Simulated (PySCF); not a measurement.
**Static response to an electric field**

C5H6Cl2Si.
Atom-mapped SMILES: `[Cl:1][CH:2]([Cl:3])[C:4]1=[CH:5][CH:6]=[CH:7][SiH2:8]1` (hydrogens: H9 on C2; H10 on C5; H11 on C6; H12 on C7; H13, H14 on Si8)

Structure used (PBE0-D3(BJ)/def2-SVP), in Å, numbered top down from 1:
```xyz
14
C5H6Cl2Si angstrom
Cl     2.6356    0.5051   -1.7019
C      2.0794   -0.2214   -0.1626
Cl     2.8661    0.6044    1.2175
C      0.6081   -0.1365   -0.0475
C     -0.1902   -1.2151    0.1139
C     -1.6399   -0.9625    0.2227
C     -2.0453    0.3234    0.1522
Si    -0.5149    1.3816   -0.0855
H      2.4474   -1.2552   -0.1570
H      0.1952   -2.2406    0.1656
H     -2.3253   -1.8071    0.3536
H     -3.0976    0.6063    0.2205
H     -0.4876    2.1052   -1.3895
H     -0.2613    2.3459    1.0237
```

Level: CAM-B3LYP/def2-SVPD (PySCF), static field, nuclei fixed, core orbitals frozen in the response. The polarisability tensor in these axes (au):

```
x   129.07   6.31  -3.17
y     6.31 109.50  -2.60
z    -3.17  -2.60  94.42
```

Task: Give the principal values, the mean and the anisotropy Δα = √{½[(α1 − α2)² + (α2 − α3)² + (α1 − α3)²]}.

Result: Principal values 93.86, 107.82 and 131.31 au; mean 111.00 au = 16.45 Å³ = 18.30 × 10⁻⁴⁰ C²·m²/J; Δα = 32.79 au (30 % of the mean).

Task: What is the dipole moment, and where does it point?

Result: (-2.09, -1.64, 0.25) D, 2.67 D in size, pointing from the negative to the positive side. Measured along this direction, the outermost atoms are Cl1 and Cl3 at the negative end and H11 at the positive end.

Task: Sum over states: ᾱ = Σ f/ω², ω in Eh. What share falls to these 10 lowest TDDFT singlets (eV, f)? 4.36, 0.1291; 5.71, 0.0001; 6.03, 0.0012; 6.31, 0.0006; 6.47, 0.0155; 6.62, 0.0069; 6.65, 0.0413; 6.66, 0.0023; 6.88, 0.0104; 6.89, 0.0008.

Result: They add up to 6.37 au, 5.7 % of the 111.00 au; the largest single term is 5.04 au, from the state at 4.36 eV. Terms in order: 5.04, 0.00, 0.03, 0.01, 0.27, 0.12, 0.69, 0.04, 0.16, 0.01 au. Higher excitations give the rest. The strengths listed sum to 0.208.

Task: In a dilute gas of rigid molecules at 500 K, how does the orientational term μ²/3kT compare with the electronic polarisability?

Result: In Gaussian units μ²/3kT = 34.40 Å³ against 16.45 Å³, a ratio of 2.09; the Debye molar polarisation (4π/3)N_A(α + μ²/3kT) is 128.3 cm³/mol, leaving out the vibrational part.

Task: What would n − 1 = 2πNα be for an ideal gas of these molecules at 400 K and 1 atm, electronic part alone?

Result: N = p/kT = 1.8347 × 10¹⁹ cm⁻³, so n − 1 = 2π × N × 16.45 × 10⁻²⁴ cm³ = 1896 × 10⁻⁶ at long wavelengths, for an ideal gas.

The structure is a single PBE0-D3(BJ)/def2-SVP conformer in the gas phase; no vibrational or solvent corrections.
